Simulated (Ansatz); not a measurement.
Tl(I) anion (ITl), SMILES [I][Tl] (connectivity only; charge and spin as stated), charge -1, multiplicity 2.

The structure is a stationary point at PBE0-D3(BJ)/def2-TZVPD. The spin state was assumed, not searched. The def2 effective core potentials stand for the cores of I, Tl; spin–orbit coupling is left out.

Two levels are set side by side: PBE/def2-TZVPD (Ansatz, a program for electronic structure) and CAM-B3LYP/def2-TZVPD (Ansatz). Energy differences of separate SCF runs at the same geometry; the states with an electron removed or added have multiplicity 1. Differences are taken from unrounded values.

```
quantity                         CAM-B3LYP   PBE  PBE minus CAM-B3LYP
-------------------------------  ---------  ----  -------------------
vertical ionisation energy (eV)       0.77  0.64                -0.13
```
